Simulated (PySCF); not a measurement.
**Two-component Hartree-Fock for Zr(16+) (zirconium, charge +16)**

Start: [Ar] 3d6; 3d3/2 filled at m_j = -3/2, -1/2, +1/2, +3/2; 3d5/2 filled at m_j = +3/2, +5/2. Calculated with PySCF 2.14 in an even-tempered Gaussian basis (17 s from 1.5 bohr⁻², ratio 2.8; 12 p from 1.9 bohr⁻², ratio 2.8; 8 d from 1.9 bohr⁻², ratio 2.8; 4 f from 8.2 bohr⁻², ratio 3): generalised Hartree-Fock with the X2C-1e Hamiltonian and a Gaussian nucleus; one run each with spin-orbit coupling (SO) switched off, then screened by Boettger's factors.

```csv
spinor shell,electrons,"ε, spin-free (eV)","ε, screened SO (eV)",weight of nominal j (screened SO),"rms radius, screened SO (bohr)"
1s1/2,2,-18581.3,-18580.4,1.000,0.0426
2s1/2,2,-3055.9,-3055.5,1.000,0.175
2p1/2,2,-2771.9,-2833.1,0.996,0.153
2p3/2,4,-2771.9,-2742.6,0.998,0.157
3s1/2,2,-872.90,-872.79,1.000,0.467
3p1/2,2,-775.41,-794.34,0.813,0.461
3p3/2,4,-775.41,-766.19,0.906,0.470
3d3/2,4,-636.82,-636.60,0.715,0.438
3d5/2,2,-636.82,-637.61,0.858,0.439
```

```json
{"quantity": "E (hartree)", "spin-free": "-3476.15748", "screened SO": "-3476.56512"}
{"quantity": "M_J", "spin-free": "4", "screened SO": "4"}
{"quantity": "⟨J²⟩", "spin-free": "20.001", "screened SO": "20.012"}
{"quantity": "⟨L²⟩", "spin-free": "6.001", "screened SO": "6.316"}
{"quantity": "⟨S²⟩", "spin-free": "6.001", "screened SO": "5.807"}
```

Each row is a mean over spinors that exchange with the open shell spreads, by up to 26.205 eV (3p3/2).

Rows whose weight is well below 1 are mixtures of j = l ± 1/2: exchange outweighs spin-orbit coupling there, and the label is only the starting occupation.

Breit and QED terms are absent; they matter most for the inner s and p1/2 levels.

Densities and radii are taken from the X2C orbitals without a picture-change correction, which distorts them close to the nucleus.

Without spin-orbit coupling the j labels of p, d and f shells carry no meaning; the spin-free column gives the mean over the occupied spinors of each nl shell.
